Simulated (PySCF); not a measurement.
A structure optimised at PBE0-D3(BJ)/def2-SVP, used in a PySCF frequency run:

```
Si
F 1 1.6118
F 1 1.6118 2 106.32
Cl 1 2.0454 2 107.83 3 -115.42
Si 1 2.3252 2 111.52 3 121.76
H 5 1.4915 1 108.13 2 -179.72
H 5 1.4915 6 110.16 1 117.97
H 5 1.4916 6 110.34 7 122.08
```
Charge 0, spin multiplicity 1.

Task: Write its SMILES, formula and point group.

Result: F[Si](F)([SiH3])Cl, ClF2H3Si2, Cs

Task: What are its rotational constants (standard atomic weights)?

Result: 2.6816, 1.7384, 1.4577 GHz
